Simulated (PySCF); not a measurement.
## Electron correlation in Ti¹⁰⁺ (titanium, charge +10)

[Ne] 3s2, closed-shell 1S. Computed with PySCF 2.14 in an even-tempered Gaussian basis (17 s from 0.59 bohr⁻², ratio 2.5; 11 p from 0.76 bohr⁻², ratio 2.5; 5 d from 3.3 bohr⁻², ratio 2.7; 4 f from 5 bohr⁻², ratio 2.7), with no relativity, point nucleus. Frozen: 1s2; 10 electrons correlated; the 18 highest virtual orbitals of each spin left out.

| level | correlation energy (mhartree) |
| --- | --- |
| CCSD | -399.24 |
| (T) | -2.50 |
| CCSD(T) | -401.74 |

Diagnostics: T1 = 0.0015, D1 = 0.0047, largest double amplitude 0.096.

Task: Is a single reference adequate?

Result: Mostly. T1 lies below 0.03, but a double amplitude of this size points to a near-degeneracy that CCSD handles and MP2 describes poorly.
